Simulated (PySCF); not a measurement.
C₂H₅FN₂Si, SMILES N[Si@@H]1C=N[C@@H]1F.

Coordinates come from a PBE-D3(BJ)/def2-SVP optimisation. The structure was generated by enumeration; whether it is a known compound was not checked. Other conformers were not sampled.

Level of theory: PySCF with SMD-B3LYP/6-31G*.

Solvation free energies are E(SMD) − E(gas) at the gas-phase geometry, for 1 M in both phases. In vacuum the dipole moment is 3.06 D.

Rank water, dichloromethane, 1-octanol by solvation free energy, most negative first.

dichloromethane (-5.3 kcal/mol), 1-octanol (-4.5 kcal/mol), water (-4.2 kcal/mol)
